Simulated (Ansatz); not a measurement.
The same path of CH4AlNS (8 atoms, charge 0, multiplicity 1) was run twice with different band settings. The coordinate that changes most is the dihedral C1–N2–Al3–S4.

Method: Ansatz 0.2.0, RKS r2SCAN-D4/STO-3G.

Relaxed end points:

```xyz
8
Properties=species:S:1:pos:R:3
C -0.340 1.563 0.259
N -0.747 0.437 -0.214
Al 0.215 -0.941 -0.851
S 0.673 -2.474 0.507
H 0.721 1.906 0.360
H -1.063 2.326 0.627
H 0.438 -1.078 -2.324
H 0.196 -1.796 1.581
```

```xyz
8
Properties=species:S:1:pos:R:3
C -0.739 1.423 0.215
N 0.360 0.822 -0.080
Al 0.616 -0.801 -0.807
S 0.901 -2.394 0.531
H -1.778 1.036 0.063
H -0.732 2.440 0.671
H 0.865 -0.931 -2.276
H 0.599 -1.653 1.628
```

Common settings: spring 5.0 eV/Å²; optimiser quadratic models (default); start path IDPP; force threshold 0.05 eV/Å; iteration limit 60; end points relaxed.

| run | movable images | climbing image |
| --- | --- | --- |
| 1 | 5 | yes |
| 2 | 4 | no |

Problem. What does each run give, and how far can it be trusted?

Solution. Run 1: converged after 14 iterations, highest image 0.094 eV above the first end. A vibrational analysis at the climbing image gives no mode beyond 40i cm⁻¹: the surface is too flat there to confirm a saddle point.
Run 2: converged after 14 iterations, highest image 0.091 eV above the first end. No image climbed, so the highest image needn't sit at the top of the path.
Limits of this set-up: minimal basis.
